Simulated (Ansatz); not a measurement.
`O[SiH2][NH][AlH2]` + `[NH2][SnH3]` → `[NH2][SnH2][SiH2]O` + `[NH2][AlH2]`  (formal exchange of groups at the Si–N bond)

Computed with Ansatz on PBE0-D4/def2-TZVP structures; ΔE is electronic, products minus reactants. CCSD(T)/CBS adds triple-zeta CCSD(T) − MP2 to the extrapolated MP2 energy (def2 sets, frozen cores). This one scheme is used for every species. DFT in def2-TZVPP. B3LYP here is the variant with VWN-RPA as its local correlation; programs differ in this. Elements past krypton have def2 core potentials. For Sn outer-core shells are correlated without core-valence functions, which leaves a few kJ/mol of doubt a bond. One conformer a species, not always the lowest.

(1) Is it downhill or uphill in electronic energy at CCSD(T)/CBS, and by how much? (Best estimate.)

(2) What do these levels give: PBE0-D4, ωB97X-V, ωB97M-V, PBE, r2SCAN, PBE0, B3LYP, HF/def2-TZVPP, SCS-MP2/def2-TZVPP, CCSD/def2-TZVPP, CCSD(T)/def2-TZVPP, CCSD/CBS(def2)? (Best estimate.)

Largest T1 diagnostic among the species: 0.013.

Results:

(1) The calculation gave: Uphill: ΔE = +9.8 kcal/mol.

(2) Ansatz gave: PBE0-D4 7.3, ωB97X-V 10.6, ωB97M-V 10.7, PBE 5.0, r2SCAN 8.8, PBE0 7.7, B3LYP 9.6, HF/def2-TZVPP 18.3, SCS-MP2/def2-TZVPP 12.9, CCSD/def2-TZVPP 12.5, CCSD(T)/def2-TZVPP 11.5, CCSD/CBS(def2) 10.9 kcal/mol.

From PBE to PBE0 (25 % exact exchange), in def2-TZVPP and without D4, ΔE moves by +2.6 kcal/mol. In def2-TZVPP, CCSD(T) changes the Hartree–Fock value by −6.8 kcal/mol (the triples alone add −1.0 kcal/mol) and MP2 by −6.9 kcal/mol.
